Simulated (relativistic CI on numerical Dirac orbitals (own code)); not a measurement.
**Tl3+: calculation against measurement**

Computed by Dirac-Coulomb-Breit CI, separate exchange-only KLI orbitals for each configuration, model QED (radiative potential, 1s self-energy scaled to tabulated hydrogen-like ionisation energies), valence Slater integrals scaled by 0.85, P86 correlation energy added to each configuration (own radial code, finite nucleus).

Configurations in the expansion (outside the closed core [Xe] 4f14): 5d10, 5d9 6s, 5d9 6p, 5d9 5f, 5d9 6d, 5d9 7s, 5d9 7p, 5d9 7d, 5d9 6f, 5d9 5g, 5d9 7f, 5d9 6g. Double excitations out of closed p, d and f shells are left out; levels of such configurations are missing from the list, as are those of other unlisted configurations, and high levels can miss mixing partners.

```csv
Configuration,Term (tabulated),J,Measured (cm⁻¹),Computed,Error,Purity (%)
5d10,1S,0,0.0,0,0,100
5d9 6s,3D,3,75052.0,80742,5690,100
5d9 6s,3D,2,78647.0,84780,6133,62
5d9 6s,3D,1,93676.0,98554,4878,100
5d9 6s,1D,2,96727.0,102472,5745,62
5d9 6p,3P° (computed),2,147635.0,153315,5680,70
5d9 6p,3F° (computed),3,149841.0,155689,5848,51
5d9 6p,3F° (computed),2,166435.0,171043,4608,79
5d9 6p,3P° (computed),1,167499.0,171759,4260,72
5d9 6p,3F° (computed),4,167672.0,171350,3678,100
5d9 6p,1D° (computed),2,170334.0,175452,5118,68
5d9 6p,3D° (computed),3,172272.0,176834,4562,75
5d9 6p,1P° (computed),1,175290.0,180137,4847,84
5d9 6p,3F° (computed),3,187667.0,191041,3374,48
5d9 6p,3D° (computed),1,188233.0,191833,3600,60
5d9 6p,3D° (computed),2,190144.0,194049,3905,58
```

Measured levels from Moore, Atomic Energy Levels, vol. III, NSRDS-NBS 35 (1971 reprint of NBS Circular 467, 1958); pairs were made by configuration, J and term (by order where the table uses no LS term), so strongly mixed levels may be paired wrongly. The analysis dates from before 1960.

Mean error by configuration (cm⁻¹): 5d9 6s 5611; 5d9 6p 4498. Over the excited levels the mean absolute error is 4795 cm⁻¹ (15 of the 15 excited levels that our extract of the source holds in range could be paired), and the median relative error of those above 1,000 cm⁻¹ is 2.8 %.
